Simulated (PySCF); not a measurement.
# Energy and ionisation energy along a bond of BFH cation

All numbers below are calculated, not measured. They come from PySCF 2.14.0, an open-source quantum chemistry program, on an isolated molecule that a program drew, which may never have been made. The molecule is BFH cation (charge +1, singlet), drawn as the SMILES string `[BH+]F`.

The structure below is the HF double-zeta minimum with every atom moved a little at random, so it isn't optimised. Bond B1-H3 is then set to each length in the table by shifting atom 3 along it, with nothing else relaxed.
```xyz
3
BFH cation, angstrom
B    -1.2577    2.9375   -2.3884
F    -2.0176    2.0921   -2.3951
H    -0.4575    3.7826   -2.4195
```

E is the energy above the same method's energy at the HF double-zeta minimum. IE is the energy to remove one electron at fixed geometry, to the doublet state of charge +2, as a difference of total energies. The basis family is cc-pVnZ, with UHF for radicals and no spin-orbit coupling. Best is HF at quadruple zeta, plus MP2 correlation extrapolated from triple and quadruple zeta, plus CCSD(T) minus MP2 at triple zeta, with a frozen core. The other columns are at triple zeta.

```
bond (Å)  E HF (kcal/mol)  E r2SCAN (kcal/mol)  E CCSD(T) (kcal/mol)  E best (kcal/mol)  IE HF (eV)  IE r2SCAN (eV)  IE CCSD(T) (eV)  IE best (eV)     T1
  1.1643             4.28                 6.44                  6.78               5.98      25.332          25.995           26.126        26.223  0.014
  1.1943             4.51                 6.51                  6.89               6.09      25.076          25.748           25.883        25.979  0.014
  1.3163            10.15                11.30                 11.84              11.01      24.092          24.800           24.951        25.047  0.014
  1.3563                ?                    ?                     ?                  ?           ?               ?                ?             ?      ?
  1.4503            21.71                21.66                 22.27              21.45      23.114          23.859           24.039        24.135  0.014
  1.6683            45.21                42.77                 43.25              42.49      21.734          22.541           22.784        22.880  0.015
```

T1 is the CCSD diagnostic of the starting molecule.

**Estimate the best E and IE at 1.3563 Å from the other rows.**

A least-squares cubic in the inverse of the bond length through the other values of E best gives 13.75 kcal/mol there. A least-squares quadratic in the bond length through IE best gives 24.764 eV. The calculation gives 13.74 kcal/mol and 24.763 eV, so the fits miss by 0.01 kcal/mol and 0.001 eV. The same recipe one zeta lower moves these two values by 1.07 kcal/mol and 0.00 eV, a gauge of their own error. The rest of the row: E is 13.17 (HF), 13.99 (r2SCAN), 14.57 (CCSD(T)); IE is 23.789 (HF), 24.508 (r2SCAN), 24.667 (CCSD(T)); T1 is 0.014.
